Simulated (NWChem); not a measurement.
The numbers come from NWChem runs, not from measurements. System: disulfane (H₂S₂), charge 0, spin multiplicity 1, at a geometry optimised with PBE0/def2-SVP. Level: MP2/def2-SVP, 10 core orbitals frozen.

Input file:

```
start mol
memory heap 200 mb stack 800 mb global 1000 mb
geometry units angstroms nocenter noautoz
  S      0.915485     0.485508     0.055298
  S     -0.915485    -0.485508     0.055298
  H      1.536619    -0.268029    -0.884767
  H     -1.536619     0.268029    -0.884767
  symmetry group C2
end
basis spherical
  * library def2-svp
end
scf
  rhf
  nopen 0
  maxiter 100
  thresh 1e-7
  semidirect memsize 60000000 filesize 0
end
mp2
  freeze core 10
end
task mp2 energy
```

Output (cleaned and shortened):

```
             Northwest Computational Chemistry Package (NWChem) 7.3.0
             --------------------------------------------------------

                                NWChem Input Module
                                -------------------

 Scaling coordinates for geometry "geometry" by  1.889725989
 (inverse scale =  0.529177249)

 Turning off AUTOSYM since
 SYMMETRY directive was detected!

                             Geometry "geometry" -> ""
                             -------------------------

 Output coordinates in angstroms (scale by  1.889725989 to convert to a.u.)

  No.       Tag          Charge          X              Y              Z
 ---- ---------------- ---------- -------------- -------------- --------------
    1 S                   16.0000     0.91548500     0.48550800     0.05529800
    2 S                   16.0000    -0.91548500    -0.48550800     0.05529800
    3 H                    1.0000     1.53661900    -0.26802900    -0.88476700
    4 H                    1.0000    -1.53661900     0.26802900    -0.88476700

 Effective nuclear repulsion energy (a.u.)      84.4531529072

            Nuclear Dipole moment (a.u.)
            ----------------------------
        X                 Y               Z
 ---------------- ---------------- ----------------
     0.0000000000     0.0000000000     0.0000037795

      Symmetry information
      --------------------

 Group name             C2
 Group number              4
 Group order               2
 No. of unique centers     2

      Symmetry unique atoms

     1    3


 Summary of "ao basis" -> "" (spherical)
 ------------------------------------------------------------------------------
       Tag                 Description            Shells   Functions and Types
 ---------------- ------------------------------  ------  ---------------------
 *                          def2-svp                  on all atoms

 Summary of "ao basis" -> "ao basis" (spherical)
 ------------------------------------------------------------------------------
       Tag                 Description            Shells   Functions and Types
[...]
     1   1 0 0     -0.000000      0.000000      0.000000
     1   0 1 0      0.000000      0.000000      0.000000
     1   0 0 1     -0.592195      0.000000      0.000004

     2   2 0 0    -18.170755      0.000000    112.638528
     2   1 1 0     -0.958252      0.000000     47.850449
     2   1 0 1      0.000000      0.000000      0.000000
     2   0 2 0    -21.344481      0.000000     27.449542
     2   0 1 1     -0.000000      0.000000      0.000000
     2   0 0 2    -20.072342      0.000000      5.940384

                   NWChem MP2 Semi-direct Energy/Gradient Module
                   ---------------------------------------------

  Basis functions       =     46
  Molecular orbitals    =     46
  Frozen core           =     10
  Frozen virtuals       =      0
  Active alpha occupied =      7
  Active beta occupied  =      7
  Active alpha virtual  =     29
  Active beta virtual   =     29
  Use MO symmetry       = T
  Use skeleton AO sym   = T

  AO/Fock/Back tols     =   1.0D-09  1.0D-09  1.0D-09

 GA uses MA = F    GA memory limited = T

 Available:
  local mem=  1.15D+08
 global mem=  1.31D+08
 local disk=  0.00D+00
  mp2_memr nvloc                    29
  nvloc new                    29
   1 passes of   7:        3145728                       9493                    743577.
   1 passes of   7: M    114685756           G      131067768           F     111540028.

 Semi-direct pass number   1 of   1  for RHF alpha+beta  at        0.3s
  vrange nnbf                  1072
  mp2_eaftype                    10  avail_ma_in_mb                   999
 EAF : mp2_eaftype filesize          10     371788.
  mp2_eaf for mointskh                     10
Node 0 wrote      1.7 Mb in      0.0 s     Agg I/O rate:  1566.0 Mb/s
 Done moints_semi at        0.6s
  mp2_eaftype                    10  avail_ma_in_mb                   989
 EAF : mp2_eaftype filesize          10     371788.
  mp2_eaf for kh                    10
 Done maket at        0.6s
 Done multipass loop at        0.6s

          -------------------------------------------
          SCF energy                -795.965550085059
          Correlation energy          -0.263459697485
          Singlet pairs               -0.171976389311
          Triplet pairs               -0.091483308174
          Total MP2 energy          -796.229009782545
          -------------------------------------------

          ---------------------------------------------------
                    Spin Component Scaled (SCS) MP2
          Same spin pairs                     -0.060988872116
          Same spin scaling factor             0.333333333333
          Opposite spin pairs                 -0.202470825369
          Opposite spin scaling fact.          1.200000000000
          SCS-MP2 correlation energy          -0.263294614482
          Total SCS-MP2 energy              -796.228844699541
          ---------------------------------------------------

 -----------------------
 Performance information
 -----------------------

 Timer overhead =  2.32D-07 seconds/call

               Nr. of calls         CPU time (s)                 Wall time (s)                GFlops
             ---------------    -------------------     ------------------------------   -------------------
Name         Min   Avg   Max    Min     Avg     Max     Min     Avg     Max   Mx/calls   Min     Max     Sum
mp2: moin     1     1     1   0.24    0.24    0.24     0.24    0.24    0.24    0.24      0.0     0.0     0.0
mp2: make     1     1     1   2.00E-2 2.00E-2 2.00E-2  2.00E-2 2.00E-2 2.00E-2 2.00E-2   0.0     0.0     0.0
mp2: tota     1     1     1   0.28    0.28    0.28     0.28    0.28    0.28    0.28      0.0     0.0     0.0

 The average no. of pstat calls per process was 3.00D+00
 with a timing overhead of 6.97D-07s

 Task  times  cpu:        0.6s     wall:        0.6s

 Total times  cpu:        0.6s     wall:        0.6s
```
